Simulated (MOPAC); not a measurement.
MOPAC input (PM7):

```
PM7 1SCF UHF MS=0.5 GEO-OK AUX(PRECISION=9) THREADS=1
C2H8ClSi2

C    -1.85811400 1    1.48131200 1    0.15701600 1
Si   -0.77277800 1    0.36046800 1    1.12291400 1
C    -1.44249800 1   -1.39205900 1    1.20238600 1
Si    1.32218000 1    0.29307300 1    0.04822700 1
Cl    1.02947500 1   -0.59629100 1   -1.81697600 1
H    -2.40069100 1    1.14453400 1   -0.71948300 1
H    -1.92698500 1    2.54547900 1    0.35103400 1
H    -0.55290100 1    0.91590800 1    2.48501400 1
H    -1.54643000 1   -1.80254800 1    0.19642800 1
H    -0.76917100 1   -2.04195300 1    1.76402900 1
H    -2.42103100 1   -1.41253500 1    1.68503100 1
H     1.90244100 1    1.63454600 1   -0.19060000 1
H     2.32575200 1   -0.53157600 1    0.76474000 1
```

Output:

```
 *******************************************************************************
 **                                                                           **
 **                              MOPAC v23.2.5                                **
 **                                                                           **
 *******************************************************************************
 ** MOPAC's Digital Object Identifier: https://doi.org/10.5281/zenodo.6511958 **
 **                                                                           **
 ** Please cite the open-source release paper for use of this MOPAC version:  **
 ** J. E. Moussa and J. J. P. Stewart (2026)                                  **
 ** MOPAC: An open-source semiempirical molecular orbital program             **
 ** J. Open Source Softw., 11(119), 8025, https://doi.org/10.21105/joss.08025 **
 *******************************************************************************

                              PM7 CALCULATION RESULTS

 *******************************************************************************
 *  PM7        - The PM7 Hamiltonian to be used
 *  GEO-OK     - OVERRIDE INTERATOMIC DISTANCE AND OTHER SAFETY CHECKS
 *  UHF        - UNRESTRICTED HARTREE-FOCK CALCULATION
 *  MS=        - IN MECI, MAGNETIC COMPONENT OF SPIN =  0.5
 *  1SCF       - DO 1 SCF AND THEN STOP
 *  AUX        - OUTPUT AUXILIARY INFORMATION
 *******************************************************************************
PM7 1SCF UHF MS=0.5 GEO-OK AUX(PRECISION=9) THREADS=1
 C2H8ClSi2

   ATOM   CHEMICAL          X               Y               Z
  NUMBER   SYMBOL      (ANGSTROMS)     (ANGSTROMS)     (ANGSTROMS)

     1       C         -1.85811400  *   1.48131200  *   0.15701600  *
     2      Si         -0.77277800  *   0.36046800  *   1.12291400  *
     3       C         -1.44249800  *  -1.39205900  *   1.20238600  *
     4      Si          1.32218000  *   0.29307300  *   0.04822700  *
     5      Cl          1.02947500  *  -0.59629100  *  -1.81697600  *
     6       H         -2.40069100  *   1.14453400  *  -0.71948300  *
     7       H         -1.92698500  *   2.54547900  *   0.35103400  *
     8       H         -0.55290100  *   0.91590800  *   2.48501400  *
     9       H         -1.54643000  *  -1.80254800  *   0.19642800  *
    10       H         -0.76917100  *  -2.04195300  *   1.76402900  *
    11       H         -2.42103100  *  -1.41253500  *   1.68503100  *
    12       H          1.90244100  *   1.63454600  *  -0.19060000  *
    13       H          2.32575200  *  -0.53157600  *   0.76474000  *

          CARTESIAN COORDINATES

    NO.       ATOM           X           Y           Z

     1         C         -1.8581      1.4813      0.1570
     2        Si         -0.7728      0.3605      1.1229
     3         C         -1.4425     -1.3921      1.2024
     4        Si          1.3222      0.2931      0.0482
     5        Cl          1.0295     -0.5963     -1.8170
     6         H         -2.4007      1.1445     -0.7195
     7         H         -1.9270      2.5455      0.3510
     8         H         -0.5529      0.9159      2.4850
     9         H         -1.5464     -1.8025      0.1964
    10         H         -0.7692     -2.0420      1.7640
    11         H         -2.4210     -1.4125      1.6850
    12         H          1.9024      1.6345     -0.1906
    13         H          2.3258     -0.5316      0.7647

 General Reference for PM7:
 "Optimization of Parameters for Semiempirical Methods VI: More Modifications to the
 NDDO Approximations and Re-optimization of Parameters", J. J. P. Stewart, J. Mol. Mod., 1:32, 19 (2013)
 https://link.springer.com/article/10.1007/s00894-012-1667-x

           Empirical Formula: C2 H8 Si2 Cl  =    13 atoms

      MOLECULAR POINT GROUP   :   C1

          UHF CALCULATION, NO. OF ALPHA ELECTRONS =   16
                           NO. OF BETA  ELECTRONS =   15

 -------------------------------------------------------------------------------
 PM7 1SCF UHF MS=0.5 GEO-OK AUX(PRECISION=9) THREADS=1
 C2H8ClSi2

     1SCF WAS SPECIFIED, SO BFGS WAS NOT USED
     SCF FIELD WAS ACHIEVED

                              PM7 CALCULATION
                                                       MOPAC v23.2.5 Linux

          FINAL HEAT OF FORMATION =        -18.94048 KCAL/MOL =     -79.24698 KJ/MOL

          COSMO AREA              =        160.98 SQUARE ANGSTROMS
          COSMO VOLUME            =        164.74 CUBIC ANGSTROMS

          IONIZATION POTENTIAL    =          9.693122 EV
          ALPHA SOMO LUMO (EV)    =         -9.693 -0.562
          BETA  SOMO LUMO (EV)    =        -10.684 -0.884
          NO. OF ALPHA ELECTRONS  =         16
          NO. OF BETA  ELECTRONS  =         15
          MOLECULAR WEIGHT        =        123.7092         POINT GROUP:  C1

          MOLECULAR DIMENSIONS (Angstroms)

            Atom       Atom       Distance
            H    12    H    11     5.61205
            H     7    H    13     5.05690
           Cl     5    H     8     4.24982

          SCF CALCULATIONS        =          1

   ATOM   CHEMICAL          X               Y               Z
  NUMBER   SYMBOL      (ANGSTROMS)     (ANGSTROMS)     (ANGSTROMS)

     1       C         -1.85811400  *   1.48131200  *   0.15701600  *
     2      Si         -0.77277800  *   0.36046800  *   1.12291400  *
     3       C         -1.44249800  *  -1.39205900  *   1.20238600  *
     4      Si          1.32218000  *   0.29307300  *   0.04822700  *
     5      Cl          1.02947500  *  -0.59629100  *  -1.81697600  *
     6       H         -2.40069100  *   1.14453400  *  -0.71948300  *
     7       H         -1.92698500  *   2.54547900  *   0.35103400  *
     8       H         -0.55290100  *   0.91590800  *   2.48501400  *
     9       H         -1.54643000  *  -1.80254800  *   0.19642800  *
    10       H         -0.76917100  *  -2.04195300  *   1.76402900  *
    11       H         -2.42103100  *  -1.41253500  *   1.68503100  *
    12       H          1.90244100  *   1.63454600  *  -0.19060000  *
    13       H          2.32575200  *  -0.53157600  *   0.76474000  *

                             CARTESIAN COORDINATES

   1    C       -1.858114000     1.481312000     0.157016000
   2   Si       -0.772778000     0.360468000     1.122914000
   3    C       -1.442498000    -1.392059000     1.202386000
   4   Si        1.322180000     0.293073000     0.048227000
   5   Cl        1.029475000    -0.596291000    -1.816976000
   6    H       -2.400691000     1.144534000    -0.719483000
   7    H       -1.926985000     2.545479000     0.351034000
   8    H       -0.552901000     0.915908000     2.485014000
   9    H       -1.546430000    -1.802548000     0.196428000
  10    H       -0.769171000    -2.041953000     1.764029000
  11    H       -2.421031000    -1.412535000     1.685031000
  12    H        1.902441000     1.634546000    -0.190600000
  13    H        2.325752000    -0.531576000     0.764740000

           Empirical Formula: C2 H8 Si2 Cl  =    13 atoms

      MOLECULAR POINT GROUP   :   C1

          ALPHA EIGENVALUES
 -26.33662 -25.51853 -23.55021 -18.31284 -15.32797 -14.80470 -14.37734 -14.10988
 -13.45743 -13.08056 -12.42211 -12.08347 -11.97839 -11.30039 -11.01691  -9.69312
  -0.56181   0.08900   1.25741   1.94165   2.01180   5.25255   5.59586   5.64295
   5.81868   6.16008   6.80652   7.54059  19.20898  19.39090  20.37126  20.47111
  20.63840  22.17309  22.58754  22.75330  23.10574  23.54973  71.04228  71.15029
  71.17754  71.60181  71.60336

           BETA EIGENVALUES
 -26.27561 -25.50472 -23.16570 -18.26354 -15.22669 -14.64559 -14.36895 -13.99406
 -13.43899 -13.07606 -12.18668 -11.96521 -11.86371 -11.29891 -10.68370  -0.88394
  -0.09933   0.58994   1.44610   1.97798   2.08005   5.28546   5.59894   5.64617
   5.99892   6.41343   6.80685   7.57503  19.23032  19.43779  20.38251  20.49032
  20.67050  22.19319  22.59262  22.77469  23.11703  23.58240  71.04166  71.14966
  71.17753  71.60281  71.60422

              NET ATOMIC CHARGES AND DIPOLE CONTRIBUTIONS

  ATOM NO.   TYPE          CHARGE      No. of ELECS.   s-Pop       p-Pop       d-Pop
    1          C          -0.387305        4.3873     1.14820     3.23910
    2         Si           0.122939        3.8771     0.85367     2.85012     0.17327
    3          C          -0.584000        4.5840     1.04394     3.54006
    4         Si           0.126858        3.8731     0.93404     2.81003     0.12908
    5         Cl          -0.292288        7.2923     1.98327     5.30672     0.00230
    6          H           0.154811        0.8452     0.84519
    7          H           0.150134        0.8499     0.84987
    8          H           0.068633        0.9314     0.93137
    9          H           0.177445        0.8226     0.82256
   10          H           0.169972        0.8300     0.83003
   11          H           0.172182        0.8278     0.82782
   12          H           0.060653        0.9393     0.93935
   13          H           0.059966        0.9400     0.94003
 DIPOLE           X         Y         Z       TOTAL
 POINT-CHG.     0.326     1.318     3.282     3.551
 HYBRID        -0.842    -0.609    -1.022     1.457
 SUM           -0.516     0.709     2.260     2.424

          ATOMIC ORBITAL ELECTRON POPULATIONS

     Atom    s        px        py        pz      x^2-y^2     xz        z^2       yz        xy
    1  C   1.14820   1.03344   1.12483   1.08082
    2 Si   0.85367   0.93788   0.88985   1.02239   0.03977   0.02615   0.03241   0.03771   0.03722
    3  C   1.04394   1.17794   1.17698   1.18514
    4 Si   0.93404   1.06536   0.99783   0.74684   0.01945   0.03432   0.02674   0.02260   0.02597
    5 Cl   1.98327   1.95329   1.85964   1.49378   0.00013   0.00056   0.00076   0.00069   0.00015
    6  H   0.84519
    7  H   0.84987
    8  H   0.93137
    9  H   0.82256
   10  H   0.83003
   11  H   0.82782
   12  H   0.93935
   13  H   0.94003

                    (SZ)    =    0.500000
                    (S**2)  =    0.757327

          ATOMIC ORBITAL SPIN POPULATIONS

    Atom   Total    s     px     py     pz   x^2-y^2  xz     z^2    yz     xy
         Atomic
    1  C  1.0565  0.028  0.600  0.069  0.360
    2 Si -0.0932 -0.011 -0.052 -0.018 -0.026  0.006  0.000  0.004  0.002  0.002
    3  C  0.0147  0.002  0.001  0.011  0.000
    4 Si  0.0735  0.008  0.047  0.001  0.017 -0.000 -0.000  0.000 -0.000  0.000
    5 Cl  0.0001  0.000  0.002 -0.000 -0.002  0.000 -0.000  0.000  0.000  0.000
    6  H -0.0289 -0.029
    7  H -0.0291 -0.029
    8  H  0.0102  0.010
    9  H -0.0006 -0.001
   10  H -0.0005 -0.000
   11  H -0.0010 -0.001
   12  H -0.0008 -0.001
   13  H -0.0010 -0.001

 **********************
 *                    *
 * JOB ENDED NORMALLY *
 *                    *
 **********************

 == MOPAC DONE ==
```

The geometry given is a B3LYP-D3(BJ)/def2-TZVP minimum.
